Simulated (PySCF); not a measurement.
H₂F₄Si₂, SMILES F[SiH2][Si](F)(F)F (CAM-B3LYP/def2-SVP optimised geometry):

```
8

Si    -0.509     1.133     0.000
F      0.018     1.883     1.337
Si     0.388    -1.015     0.000
F      1.990    -1.015     0.000
F     -0.089    -1.878     1.263
F     -0.088    -1.796    -1.318
H     -0.043     1.878    -1.194
H     -1.990     1.061     0.033
```

Level of theory: CAM-B3LYP/def2-TZVP run with PySCF.

Task: What are the frontier orbital energies and the dipole moment?

Result: HOMO-2 -13.81 eV, HOMO-1 -11.91 eV, HOMO -10.89 eV, LUMO -0.35 eV, LUMO+1 0.64 eV; dipole moment 2.07 D.

On the same geometry PBE/def2-TZVP in PySCF 2.14.0 gives HOMO-2 -10.10 eV, HOMO-1 -8.93 eV, HOMO -8.08 eV, LUMO -2.27 eV, LUMO+1 -1.32 eV; dipole moment 1.88 D.

Meta-Löwdin charges at CAM-B3LYP/def2-TZVP: Si1 0.70, F2 -0.50, Si3 1.44, F4 -0.49, F5 -0.49, F6 -0.49, H7 -0.09, H8 -0.09.
